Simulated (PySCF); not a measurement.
Ligands exchanged one at a time, Al SH-H. Gas-phase values, no solvent. One relaxed conformer stands for each flexible species; it need not be the lowest. Strings in code marks are SMILES.

These are PBE-D3(BJ)/def2-TZVP // TPSSh-D3(BJ)/def2-TZVP run with PySCF 2.14.0 values and carry that method's errors. Excitations are Tamm–Dancoff values on a coarser integration grid. The basis has no diffuse functions, so Rydberg states are missing or too high.

```json
[
 {"species": "0 of 3 SH replaced by H (`[SH][Al]([SH])[SH]`)", "HOMO–LUMO gap (eV)": "5.01", "S1 oscillator strength": "___", "S1 excitation (TDA) (eV)": "5.06", "S1–T1 gap (TDA) (eV)": "0.20", "LUMO (eV)": "___"},
 {"species": "1 of 3 SH replaced by H (`[SH][AlH][SH]` (H–S–Al–S torsion 0°, S–Al–S–H torsion 0°))", "HOMO–LUMO gap (eV)": "4.71", "S1 oscillator strength": "___", "S1 excitation (TDA) (eV)": "5.20", "S1–T1 gap (TDA) (eV)": "0.73", "LUMO (eV)": "-1.79"},
 {"species": "2 of 3 SH replaced by H", "HOMO–LUMO gap (eV)": "4.51", "S1 oscillator strength": "0.077", "S1 excitation (TDA) (eV)": "5.11", "S1–T1 gap (TDA) (eV)": "___", "LUMO (eV)": "-2.16"},
 {"species": "3 of 3 SH replaced by H (`[AlH3]`)", "HOMO–LUMO gap (eV)": "4.78", "S1 oscillator strength": "–", "S1 excitation (TDA) (eV)": "–", "S1–T1 gap (TDA) (eV)": "–", "LUMO (eV)": "-2.53"}
]
```

Some entries are withheld; supply them.


- 0 of 3 SH replaced by H (`[SH][Al]([SH])[SH]`), S1 oscillator strength: 0.000
- 0 of 3 SH replaced by H (`[SH][Al]([SH])[SH]`), LUMO (eV): -1.50
- 1 of 3 SH replaced by H (`[SH][AlH][SH]` (H–S–Al–S torsion 0°, S–Al–S–H torsion 0°)), S1 oscillator strength: 0.062
- 2 of 3 SH replaced by H, S1–T1 gap (TDA) (eV): 0.95
